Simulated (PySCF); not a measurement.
# Excitation energy of Ni by level of theory

Ni [Ar] 3d8 4s2 (3F) → Ni [Ar] 3d10 (1S), as a difference of total energies. Calculation: PySCF 2.14, in x2c-TZVPPall with one added diffuse shell each of s, p, d, f type (7s6p5d3f1g, 80 functions); scalar relativity by spin-free X2C-1e. Correlated levels: valence and next inner shell: [Ne] frozen. The calculations carry no spin-orbit coupling.

```
                                method  excitation energy (eV)
                                   UHF                   6.301
    MP2 (valence and next inner shell)                  -1.428
SCS-MP2 (valence and next inner shell)                  -0.257
   CCSD (valence and next inner shell)                   2.526
CCSD(T) (valence and next inner shell)                   2.009
```

**Question.** How much does correlation contribute at CCSD(T) (valence and next inner shell)?

**Answer.** 2.009 − (6.301) = -4.292 eV, measured against UHF.
